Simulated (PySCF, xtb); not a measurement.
CH7Cl2NSi2, SMILES CN[Si@H](Cl)[SiH2]Cl.

GFN2-xTB (xtb 6.7.1) at its own geometry gives an orbital gap of 4.07 eV and a dipole moment of 0.99 D.

Geometry optimised at PBE-D3(BJ)/def2-SVP. The structure was generated by enumeration; whether it is a known compound was not checked. One conformer was computed; it need not be the lowest.

### Question
What does PySCF with M06-2X/def2-TZVP give? (An estimate is asked for; the answer gives what the named calculation found.)

### Answer
gap 8.93 eV (levels -8.75 and 0.18 eV), dipole 1.65 D.
